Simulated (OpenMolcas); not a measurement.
Xe2+: effect of the active space

| Item | Value |
| --- | --- |
| Program | OpenMolcas 26.06 |
| Method | CASSCF |
| Basis | ANO-RCC-MB |
| Scalar Hamiltonian | DKH2, point nucleus |
| Spin-orbit coupling | state interaction with AMFI integrals over the reference wave functions, term energies averaged over their components |

A. 4 electrons in 3 orbitals (5p); 2S+1 = 3 even, 3 roots; 2S+1 = 1 even, 6 roots; cost of the order of 2.7 core-seconds
B. 6 electrons in 4 orbitals (5s 5p); 2S+1 = 3 even, 3 roots; 2S+1 = 1 even, 6 roots; 2S+1 = 3 odd, 3 roots; 2S+1 = 1 odd, 3 roots; cost roughly 10 core-seconds

Energies in cm-1 above 5s2 5p4 3P2, the measured ground level; measured values from Saloman, J. Phys. Chem. Ref. Data 33, 765 (2004).

| Level | A | B | Measured |
| --- | --- | --- | --- |
| 5s2 5p4 3P2 | 0.0 | 0.0 | 0.0 |
| 5s2 5p4 3P1 | 6947 | 6946 | 9794 |
| 5s2 5p4 3P0 | 7105 | 6533 | 8130 |
| 5s2 5p4 1D2 | 16321 | 16319 | 17099 |
| 5s2 5p4 1S0 | 34685 | 29965 | 36103 |

Deviations, from unrounded energies. A percentage is the sum of absolute deviations over the sum of measured energies, with the sign that they share, or ± where signs differ.

```json
{"Against measurement": "mean absolute deviation (cm-1)", "Levels": "4", "A": "1500", "B": "2800"}
{"Against measurement": "fine structure of the ground term (%)", "Levels": "2", "A": "-21.6", "B": "-24.8"}
{"Against measurement": "other terms of the ground configuration (%)", "Levels": "2", "A": "-4.1", "B": "-13.0"}
```

A lies closest to measurement on these levels. The largest miss of A in the table is 5s2 5p4 3P1, by -2800 cm-1. The ranking rests on the paired levels alone, and a cruder setting can come out closer through cancelling errors.

Between A and B the level of the table that moves most is 5s2 5p4 1S0, by 4700 cm-1 (lowest in B, highest in A).

With the s shell closed, the reference lacks s² → p² mixing (holds for A). Measured partners are found by configuration, term and J. A level has none where our copy of the source lacks it or the pairing is in doubt (some pairs that miss far off the trend of their configuration count as doubtful), and it then counts in no deviation. Only configurations of the active space appear. Levels that lie high or do not pair safely by name in every column are left out.
